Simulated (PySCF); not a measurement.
Broadened absorption spectrum of (BeSe)4 ring

(BeSe)4 ring, Be4Se4.
Bonds: Be1–Se2, Be1–Se8, Se2–Be3, Be3–Se4, Se4–Be5, Be5–Se6, Se6–Be7, Be7–Se8.

Level of theory: TDDFT B3LYP/def2-SVPD, vertical, gas phase, core orbitals frozen in the response (PySCF 2.14.0, density-fitted response routines). Geometry: PBE0-D3(BJ)/def2-SVP; no solvent, vibrations or thermal averaging. The B3LYP/def2-SVPD calculation is non-relativistic and has no spin–orbit coupling, an omission that weighs most on selenium.

Computed states:

```csv
state,E (eV),f
S1,3.68,0.0000
S2,3.92,0.019
S3,3.92,0.019
S4,4.49,0.0032
S5,4.92,0.105
S6,4.93,0.102
S7,4.95,0.0021
S8,4.96,0.0010
S9,5.03,0.0000
```

Each state is given a Gaussian of 0.3 eV full width at half maximum, with ε(max) = 2.175×10⁸ f / Δν̃ (Δν̃ the width in cm⁻¹). The width is an assumption, not a result. The curve ends short of the highest state used, and states not computed would add to its high-energy end.

(1) Give the broadened spectrum and its maxima.

(2) On this curve, what absorbance would a 10⁻³ mol/L sample give at 308 nm over a 1 cm path?

(3) Coming from long wavelengths, where does ε first pass 100 L mol⁻¹ cm⁻¹?

Results:

(1) 
```
λ (nm)  ε (L mol⁻¹ cm⁻¹)
 279.8               266
 283.4               195
 286.9               141
 290.5               142
 294.1               255
 297.6               531
 301.2              1028
 304.8              1714
 308.4              2460
 311.9              3051
 315.5              3338
 319.1              3226
 322.7              2774
 326.2              2159
 329.8              1509
 333.4               960
 337.0               558
 340.5               305
 344.1               151
 347.7                70
 351.3                30
 354.8                13
 358.4                 5
 362.0                 2
 365.6                 1
 369.1                 0
 372.7                 0
 376.3                 0
 379.9                 0
 383.4                 0
```

Maxima: 316 nm (3.92 eV), ε about 3300, made up of S2 (50%) and S3 (50%) (ε in L mol⁻¹ cm⁻¹; maxima over ε = 5, shares over 10%). At its high-energy end, 4.43 eV, the curve is still rising (ε about 260, from S4).

(2) 308 nm is 4.025 eV, where ε is about 2400 L mol⁻¹ cm⁻¹, so A = ε c l ≈ 2.4 (Beer–Lambert, with the gas-phase spectrum and the assumed width).

(3) At about 346 nm (3.58 eV), 0.10 eV below S1.

The vertical ionisation energy (ΔSCF) is 8.83 eV, 3.80 eV above S9.

On one thread, AMD EPYC (x86_64), no GPU, shared host, this took 6.2 min wall (grids of density and orbitals included) and 1.2 GiB of memory at its peak.
